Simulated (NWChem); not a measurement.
Species: B3H2O3 cation

```xyz
8

B      0.0000     0.0000     1.1633
O     -1.2320     0.0000     0.8281
B     -1.2394     0.0000    -0.6510
O      0.0000     0.0000    -1.2235
B      1.2394     0.0000    -0.6510
O      1.2320     0.0000     0.8281
H     -2.2771     0.0000    -1.2030
H      2.2771     0.0000    -1.2030
```
Atoms are numbered in this order, from 1.

All runs: NWChem. Pople sets run with spherical d functions. The geometry was optimised at B3LYP/6-31G* (spherical d). Isotropic polarisability at PBE0/6-31+G*. A Cauchy series cut after its second term is a line in ω².

```csv
row,ω² (10⁻³ Ha²),α (bohr³)
static,0.00,35.42
1065 nm,1.83,35.66
589 nm,5.98,36.24
400 nm,12.97,withheld
```

Question: Fit a straight line of the last column on the one before it, predict the withheld value, and compare with the run.

Answer: 
1. Means of the 3 shown rows: x = 2.603, y = 35.773. Slope Σ(x − x̄)(y − ȳ)/Σ(x − x̄)² = 2.583/18.78 = 0.1376; intercept 35.415.
2. The shown rows scatter about the line by 0.005 (root mean square); the largest residual is -0.01, at 1065 nm.
3. At x = 12.97 (400 nm; beyond the shown range) the line gives 37.20.
4. The run gives 37.31, +0.11 from the line. The intercept estimates α(0), and the slope, 138 bohr³/Ha², the next Cauchy moment.
